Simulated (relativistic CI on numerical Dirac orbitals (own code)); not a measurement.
# Slater and spin-orbit integrals, Au⁷²⁺

Calculated at this level of theory: Dirac-Coulomb-Breit CI, orbitals from a KLI potential per configuration, model QED, unscaled Slater integrals (own radial code, finite nucleus).

Slater integrals F^k, G^k are unscaled and averaged over j, outside the closed core 1s2; ζ comes from projecting the Hamiltonian with its Breit term on Σ l·s of the shell.

- 2s²2p³: F^2(2p,2p) = 1.5218e+06, ζ(2p) = 1.0389e+07 cm⁻¹; <r>(2p) = 0.06134, <r^2>(2p) = 0.004605 (bohr units).
- 2s2p⁴: F^2(2p,2p) = 1.5205e+06, G^1(2s,2p) = 1.6541e+06, ζ(2p) = 1.037e+07 cm⁻¹; <r>(2s) = 0.06848, <r^2>(2s) = 0.005593, <r>(2p) = 0.06139, <r^2>(2p) = 0.004612 (bohr units).
- 2p⁵: ζ(2p) = 1.035e+07 cm⁻¹; <r>(2p) = 0.06146, <r^2>(2p) = 0.004623 (bohr units).

Averages of the first 10 configurations, taken without configuration mixing, which lowers the lowest level and can move excited configurations by several eV; other configurations of the list can lie among them:

| Configuration | Parity | States | Average energy above the lowest level (eV) |
| --- | --- | --- | --- |
| 2s²2p³ | odd | 20 | 1923.8 |
| 2s2p⁴ | even | 30 | 3619.5 |
| 2p⁵ | odd | 6 | 5383.1 |
| 2p⁴3s | even | 30 | 16006.0 |
| 2s²2p²3s | even | 30 | 12622.9 |
| 2p⁴3p | odd | 90 | 16491.9 |
| 2s²2p²3p | odd | 90 | 13122.2 |
| 2p⁴3d | even | 150 | 16873.3 |
| 2s²2p²3d | even | 150 | 13503.5 |
| 2s2p³3s | odd | 80 | 14280.2 |
